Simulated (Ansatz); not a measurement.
CH6GeS2 (`S[CH](S)[GeH3]`). Total charge 0; spin multiplicity 1.

```xyz
10

S    -1.6575   -0.6120   -1.1028
C    -0.5689   -0.0206    0.1974
S    -0.7577    1.7794    0.3557
Ge    1.2895   -0.4971   -0.2856
H    -2.8231   -0.2813   -0.5161
H    -0.8297   -0.5060    1.1381
H     0.0873    1.9458    1.3909
H     1.5905    0.0734   -1.6758
H     1.4658   -2.0252   -0.2720
H     2.2038    0.1436    0.7702
```

(1) What are the harmonic wavenumbers in cm⁻¹ at PBE0-D4/def2-TZVP (Ansatz, finite differences of forces, unscaled)? (Best estimate.)

(2) Is this a minimum?

(3) Give the ideal-gas thermochemistry at 298.15 K and 1 bar (rigid rotor, harmonic oscillator; point group C1, symmetry number 1).

(4) And at 400, 500, 600, 800 and 1000 K?

Answers

(1) Computed: 114, 158, 171, 220, 244, 290, 463, 545, 627, 723, 790, 823, 873, 876, 936, 964, 1134, 1179, 2150, 2161, 2184, 2675, 2677, 3102.

(2) Yes, all 24 modes are real.

(3) Zero-point energy 156.0 kJ/mol; H(298) − E = 177.7 kJ/mol; entropy 358.8 J/(mol·K), of which translation 171.7, rotation 118.3, vibration 68.8; G(298) − E = 70.8 kJ/mol.

(4) 
```json
{"T (K)": "400", "H − E (kJ/mol)": "190.2", "S (J/mol/K)": "394.8", "G − E (kJ/mol)": "32.3"}
{"T (K)": "500", "H − E (kJ/mol)": "204.3", "S (J/mol/K)": "426.1", "G − E (kJ/mol)": "-8.7"}
{"T (K)": "600", "H − E (kJ/mol)": "219.7", "S (J/mol/K)": "454.1", "G − E (kJ/mol)": "-52.8"}
{"T (K)": "800", "H − E (kJ/mol)": "253.5", "S (J/mol/K)": "502.5", "G − E (kJ/mol)": "-148.6"}
{"T (K)": "1000", "H − E (kJ/mol)": "290.3", "S (J/mol/K)": "543.6", "G − E (kJ/mol)": "-253.3"}
```
